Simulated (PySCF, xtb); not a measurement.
ReOBr3, SMILES [O]=[Re]([Br])([Br])[Br] (connectivity only; charge and spin as stated), neutral, multiplicity 3.

Harmonic wavenumbers (cm⁻¹) from GFN2-xTB run with xtb 6.7.1 at its own minimum, in rising order: 52, 53, 84, 150, 150, 234, 234, 239, 911.

Task: What does PySCF with PBE-D3(BJ)/def2-SVP give at its own minimum? (Estimate from the structure and the level; the computed values follow.)

Result: 48, 48, 83, 182, 182, 250, 279, 279, 981. Paired by order, the mean absolute difference is 27 cm⁻¹ and the zero-point energies are 3.0 and 3.3 kcal/mol.
